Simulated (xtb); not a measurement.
AlCl2HSe, SMILES [SeH][Al]([Cl])[Cl]. All values are semi-empirical tight-binding results from xtb (GFN2-xTB unless named), good for trends rather than for accurate numbers. Geometry optimised at GFN2-xTB. One conformer was computed; it need not be the lowest.

Optimised geometry:

Bonded distances (Å): Al1–Cl2 2.023, Al1–Cl3 2.028, Al1–Se4 2.309, Se4–H5 1.440. Bond angles (°): Cl2–Al1–Cl3 122.5, Cl2–Al1–Se4 118.5, Cl3–Al1–Se4 119.0, Al1–Se4–H5 94.1.

For metal compounds this method's bond lengths and energies can be far off.

Q: Estimate the properties. (An estimate is asked for; the answer gives what the named calculation found.)

A: 
```yaml
point_group_as_xtb_finds_it: Cs
orbital_gap: 3.58 eV
zero_point_energy: 6.5 kcal/mol
G − E(el) at 298.15 K (modified RRHO): -14.2 kcal/mol
```

Computed atomic charges and the Wiberg bond orders between heavy atoms:
charges (e) Al1 0.36, Cl2 -0.14, Cl3 -0.16, Se4 -0.22, H5 0.17. Bond orders Al1–Cl2 1.34, Al1–Cl3 1.32, Al1–Se4 1.19.
